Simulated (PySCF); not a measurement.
GaH3.NH3, optimised at PBE0/def2-TZVP:

```xyz
8

N     -0.0186     0.0092     0.0382
Ga    -0.0109     0.8418    -1.9478
H      0.3771    -0.9238     0.0369
H      0.5268     0.5841     0.6698
H     -0.9641    -0.0483     0.3984
H      1.5487     0.7963    -2.2088
H     -0.6660     2.2418    -1.6113
H     -0.9132    -0.2476    -2.6560
```

Computed with PySCF (xtb for GFN2) and rigid-rotor harmonic-oscillator thermochemistry at 1 bar. 6-31G* has spherical d functions here. All species are closed-shell singlets. B3LYP is the form with VWN-RPA correlation. Ga: all electrons, no relativistic terms. Adducts (GaH3.NH3) have no counterpoise correction, and HF, PBE, BLYP, B3LYP and PBE0 lack dispersion. GaH3.NH3: computed as isolated molecules; such fragments, hydroxides, amides, oligomers or adducts are transient or little studied in the gas.

Question: List the harmonic frequencies (cm⁻¹, unscaled) at this level and at the other levels, each on its own geometry.

Answer: 
- PBE0/def2-TZVP: 112, 330, 375, 375, 674, 674, 747, 751, 751, 1201, 1656, 1656, 1906, 1906, 1923, 3503, 3625, 3625
- B3LYP/6-31G*: 109, 326, 373, 373, 679, 679, 741, 742, 742, 1244, 1701, 1701, 1872, 1872, 1885, 3469, 3596, 3596
- GFN2-xTB: 162, 260, 309, 309, 542, 542, 653, 733, 733, 1232, 1477, 1477, 1486, 1861, 1861, 3329, 3339, 3340
- HF/6-31G*: 99, 312, 397, 397, 714, 714, 806, 813, 813, 1374, 1830, 1830, 1922, 1922, 1964, 3689, 3820, 3820
- PBE/def2-SVP: 118, 325, 366, 367, 655, 656, 720, 724, 724, 1143, 1577, 1577, 1856, 1856, 1866, 3393, 3519, 3519
